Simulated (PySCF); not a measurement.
Static response to an electric field

Compound: C3H13BSSi.
Atom-mapped SMILES: `[CH3:1][S+:2]([CH3:3])[BH2-:4][CH2:5][SiH3:6]` (hydrogens: H7, H8, H9 on C1; H10, H11, H12 on C3; H13, H14 on B4; H15, H16 on C5; H17, H18, H19 on Si6)

Structure used (PBE0-D3(BJ)/def2-SVP), in Å, numbered top down from 1:
```xyz
19
C3H13BSSi angstrom
C     -1.7462    1.1032    0.8633
S     -1.2721   -0.6052    1.1651
C     -2.3789   -1.4614    0.0370
B      0.4772   -0.7815    0.2546
C      1.5705    0.0434    1.1011
Si     3.2584   -0.1654    0.3094
H     -1.6194    1.3390   -0.2029
H     -1.0693    1.7295    1.4590
H     -2.7816    1.2710    1.1893
H     -3.4223   -1.3109    0.3451
H     -2.2084   -1.1044   -0.9885
H     -2.1228   -2.5272    0.0974
H      0.2411   -0.3570   -0.8725
H      0.6098   -1.9998    0.2875
H      1.6567   -0.3079    2.1449
H      1.3721    1.1304    1.1334
H      3.2556    0.3227   -1.1068
H      4.3201    0.6052    1.0399
H      3.6797   -1.6022    0.2992
```

Level: B3LYP/def2-SVPD (PySCF), static field, nuclei fixed, core orbitals frozen in the response. The polarisability tensor in these axes (au):

```
x   133.66   2.36  -1.27
y     2.36 100.60   4.05
z    -1.27   4.05  91.81
```

Diagonalise the tensor; give its mean and Δα, where Δα² is half the sum of the squared differences of the eigenvalues.

Principal values 90.14, 102.09 and 133.85 au; mean 108.69 au = 16.11 Å³ = 17.92 × 10⁻⁴⁰ C²·m²/J; Δα = 39.13 au (36 % of the mean).

What is the dipole moment, and where does it point?

(-5.50, 1.08, 0.71) D, 5.65 D in size, pointing from the negative to the positive side. Measured along this direction, the outermost atoms are H18 and H19 at the negative end and H10 and H9 at the positive end.

Find the Langevin capture rate constant for H3O+ (19.018 u) meeting this molecule (120.060 u), k = 2.342 × 10⁻⁹ cm³/s × √(α in Å³ / reduced mass in u).

The reduced mass is 16.42 u, so k = 2.32 × 10⁻⁹ cm³/s. The formula leaves out the permanent dipole, which adds to the capture rate.

Molar refractivity from α?

Lorentz–Lorenz: R = (4π/3)N_A α = 2.5225 cm³/(mol·Å³) × 16.11 Å³ = 40.6 cm³/mol, in the limit of long wavelengths.

In TDDFT the mean static polarisability is Σ f/ω² over all singlet excitations (ω in hartree). How much of it do the 6 lowest give? Their energies (eV) and oscillator strengths: 6.37, 0.0102; 6.67, 0.0247; 6.73, 0.0120; 6.93, 0.0042; 7.02, 0.0464; 7.13, 0.0182.

They add up to 1.82 au, 1.7 % of the 108.69 au; the largest single term is 0.70 au, from the state at 7.02 eV. Terms in order: 0.19, 0.41, 0.20, 0.06, 0.70, 0.26 au. Higher excitations give the rest. The strengths listed sum to 0.116.

What are the principal values of the traceless quadrupole moment, Θ = ½Σq(3rr − r²1), about the centre of nuclear charge?

-6.04, 2.05, 3.99 D·Å. The values depend on the origin, since the dipole doesn't vanish. The electronic extent ⟨r²⟩ about the same centre is 1523 bohr², a root-mean-square distance of 2.54 Å for the 66 electrons.

What depolarisation ratio follows for Rayleigh scattering of linearly polarised light, taking the static tensor?

ρ = 3Δα²/(45ᾱ² + 4Δα²) = 4593.3/(531597 + 6124.4) = 0.00854.

The structure is a single PBE0-D3(BJ)/def2-SVP conformer in the gas phase; no vibrational or solvent corrections.

These values come from a run that also computed excited states. Rough CPU time on one thread of a shared machine: about 1.8 min.
